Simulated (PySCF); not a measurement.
# Relaxation of quintet NiH4

Method: UPBE0 in PySCF with Ni def2-TZVP, H def2-TZVP; no relativity; density-fitted integrals. A (50,194) grid was used.

A hand-made tetrahedral start, of Td symmetry, held to at least that symmetry:

Coordinates in bohr (charge 0 multiplicity 5):
```
Ni    0.0000    0.0000    0.0000
H     2.1910    0.0000    1.5492
H    -2.1910    0.0000    1.5492
H     0.0000    2.1910   -1.5492
H     0.0000   -2.1910   -1.5492
```

Optimiser trace:
```json
{"step": "0", "E − E(last) (kJ/mol)": "79.54", "largest gradient (Eh/bohr)": "0.04120"}
{"step": "1", "E − E(last) (kJ/mol)": "26.27", "largest gradient (Eh/bohr)": "0.02091"}
{"step": "2", "E − E(last) (kJ/mol)": "3.59", "largest gradient (Eh/bohr)": "0.00688"}
{"step": "3", "E − E(last) (kJ/mol)": "0.22", "largest gradient (Eh/bohr)": "0.00160"}
{"step": "4", "E − E(last) (kJ/mol)": "0.00", "largest gradient (Eh/bohr)": "0.00016"}
{"step": "5", "E − E(last) (kJ/mol)": "0.00", "largest gradient (Eh/bohr)": "0.00000"}
```

It ends at Td with Ni–H 1.605 Å (×4); H–Ni–H 109.5° (×6). A frequency run shows 1 imaginary mode, down to 211i cm⁻¹, so it is a saddle point.

With open d or f shells other occupations or spin states may lie lower. At this level a singlet minimum of D2d symmetry lies 419 kJ/mol below this structure.

The relaxation took 7.7 s on 2 threads of a shared Arm Neoverse V1 host, with 69 basis functions and 6 gradients; the process peaked at 0.63 GiB.
